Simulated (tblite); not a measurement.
Record of a relaxation.

Compound: C4H14NPSi2.
Bonds: Si1–N2, N2–Si3, N2–P4, P4–C5, C5–C6, C6–C7, C7–C8, P4–C8. Hydrogens: H9, H10, H11 on Si1; H12, H13, H14 on Si3; H15, H16 on C5; H17, H18 on C6; H19, H20 on C7; H21, H22 on C8.

Computed with GFN2-xTB (tblite), gas phase: L-BFGS steps from a force-field or distance-geometry start until the largest atomic force falls under 0.01 eV/Å. 4 of its 159 geometries are shown.

Step 0: E = -670.2726 eV, largest atomic force 3.962 eV/Å
```
atom  x, y, z in Å  |  force x, y, z in eV/Å
Si1    -1.935   -1.590    0.072   -0.715  -0.937   0.165
N2     -1.585    0.090    0.345    0.467  -1.363  -0.625
Si3    -2.898    1.228    0.293   -0.143   1.165   0.529
P4      0.025    0.679    0.218   -0.760   3.491   1.712
C5      1.312   -0.162    1.297   -0.433   0.173  -0.334
C6      2.513    0.250    0.449    0.963   0.336   1.519
C7      2.247   -0.085   -0.977    1.587   0.539  -1.543
C8      0.905    0.469   -1.379   -0.597  -1.334  -0.788
H9     -1.246   -2.196   -1.067    0.188   0.168  -0.077
H10    -3.394   -1.771   -0.183    0.432   0.211   0.044
H11    -1.652   -2.418    1.261    0.142   0.252  -0.055
H12    -3.556    1.202    1.625    0.106  -0.165  -0.347
H13    -3.867    1.022   -0.782    0.071  -0.204  -0.017
H14    -2.318    2.581    0.124   -0.018  -0.374  -0.007
H15     1.182   -1.238    1.356    0.175  -0.240   0.151
H16     1.335    0.303    2.316   -0.198  -0.461  -0.878
H17     2.690    1.356    0.510   -0.341  -0.729   0.152
H18     3.434   -0.226    0.835   -0.237   0.094  -0.217
H19     2.362   -1.154   -1.217   -0.112   0.318   0.258
H20     2.991    0.495   -1.577   -0.032  -0.797   0.139
H21     1.003    1.466   -1.873   -0.348  -0.776   0.324
H22     0.442   -0.283   -2.047   -0.195   0.633  -0.106
```

Step 53: E = -671.3023 eV, largest atomic force 0.126 eV/Å
```
atom  x, y, z in Å  |  force x, y, z in eV/Å
Si1    -1.644   -1.544    0.122    0.027  -0.024  -0.037
N2     -1.489    0.193    0.148    0.005   0.009  -0.054
Si3    -2.914    1.194    0.349   -0.012  -0.047  -0.039
P4     -0.021    1.094    0.200    0.081  -0.011   0.045
C5      1.122   -0.013    1.179   -0.003  -0.016   0.011
C6      2.463    0.085    0.463   -0.030  -0.009   0.051
C7      2.175   -0.134   -1.025    0.041  -0.026   0.106
C8      0.881    0.608   -1.380    0.047  -0.056  -0.017
H9     -0.656   -2.118   -0.795    0.024   0.018   0.036
H10    -2.987   -1.844   -0.364   -0.004   0.031  -0.008
H11    -1.477   -2.082    1.480   -0.009  -0.018  -0.030
H12    -3.504    0.962    1.670    0.008   0.012   0.020
H13    -3.879    0.814   -0.684   -0.019  -0.017  -0.013
H14    -2.468    2.569    0.172   -0.017   0.057   0.023
H15     0.750   -1.039    1.158    0.012   0.032   0.021
H16     1.174    0.320    2.219    0.053  -0.020  -0.019
H17     2.889    1.077    0.629   -0.006  -0.014  -0.082
H18     3.170   -0.659    0.839    0.006   0.052  -0.001
H19     2.064   -1.206   -1.206   -0.078   0.032   0.007
H20     3.009    0.215   -1.637    0.005   0.008   0.005
H21     1.101    1.527   -1.930   -0.018   0.008   0.022
H22     0.231   -0.001   -2.007   -0.116   0.000  -0.048
```

Step 105: E = -671.3515 eV, largest atomic force 0.034 eV/Å
```
atom  x, y, z in Å  |  force x, y, z in eV/Å
Si1    -1.547   -1.531    0.018    0.010   0.017   0.003
N2     -1.453    0.205    0.153    0.010   0.011  -0.016
Si3    -2.922    1.132    0.389    0.002  -0.003   0.004
P4     -0.022    1.164    0.225   -0.008  -0.001  -0.013
C5      1.155    0.117    1.242   -0.013   0.019  -0.007
C6      2.441    0.043    0.428    0.002  -0.005   0.017
C7      2.031   -0.265   -1.008    0.009  -0.011   0.000
C8      0.875    0.673   -1.354    0.012   0.001  -0.013
H9     -0.388   -2.049   -0.705   -0.005  -0.006  -0.005
H10    -2.764   -1.823   -0.733   -0.024  -0.006  -0.014
H11    -1.615   -2.134    1.355    0.000  -0.002   0.006
H12    -3.453    0.880    1.732    0.000   0.003   0.003
H13    -3.893    0.689   -0.613   -0.009   0.001   0.005
H14    -2.563    2.535    0.205   -0.016  -0.008   0.010
H15     0.721   -0.875    1.392    0.029   0.016  -0.007
H16     1.320    0.574    2.220   -0.007  -0.006  -0.013
H17     2.951    1.010    0.458   -0.007  -0.014   0.017
H18     3.118   -0.716    0.825    0.028   0.002  -0.004
H19     1.706   -1.304   -1.075   -0.011  -0.026   0.011
H20     2.869   -0.133   -1.696   -0.006   0.011  -0.001
H21     1.258    1.595   -1.802    0.002   0.011   0.006
H22     0.167    0.234   -2.060    0.000  -0.005   0.012
```

Step 158: E = -671.3611 eV, largest atomic force 0.009 eV/Å
```
atom  x, y, z in Å  |  force x, y, z in eV/Å
Si1    -1.569   -1.497   -0.218    0.007  -0.001   0.004
N2     -1.470    0.232   -0.012    0.004  -0.003  -0.003
Si3    -2.884    1.086    0.577   -0.002   0.005  -0.005
P4     -0.046    1.204    0.018    0.000  -0.001   0.002
C5      1.068    0.284    1.216   -0.001  -0.001   0.002
C6      2.398    0.106    0.496   -0.002  -0.001  -0.001
C7      2.056   -0.366   -0.913    0.000   0.000  -0.003
C8      0.957    0.559   -1.432   -0.002   0.000  -0.003
H9     -0.487   -1.974   -1.075   -0.005   0.004  -0.001
H10    -2.858   -1.754   -0.856   -0.003   0.000  -0.003
H11    -1.504   -2.179    1.081   -0.002  -0.001  -0.001
H12    -3.146    0.720    1.974    0.002   0.005   0.004
H13    -4.020    0.681   -0.252    0.004  -0.007   0.005
H14    -2.593    2.509    0.452   -0.003  -0.001  -0.004
H15     0.617   -0.683    1.448   -0.001   0.000   0.002
H16     1.178    0.848    2.145   -0.002  -0.002   0.002
H17     2.918    1.066    0.440    0.003   0.000   0.004
H18     3.044   -0.605    1.014    0.001   0.002   0.000
H19     1.694   -1.395   -0.866    0.000   0.001   0.000
H20     2.931   -0.345   -1.565    0.002  -0.001  -0.002
H21     1.404    1.437   -1.911   -0.002   0.000   0.000
H22     0.301    0.084   -2.163    0.000   0.001  -0.001
```

**Question.** Summarise the path.

**Answer.** The energy falls by 1.0885 eV from step 0 to step 158; nine tenths of that is first reached at step 28. It falls at every step. The largest force goes from 3.962 to 0.009 eV/Å. Among the bonds P4–C8 changes most, from 1.836 to 1.877 Å; the atoms move by 0.562 Å rms after alignment.
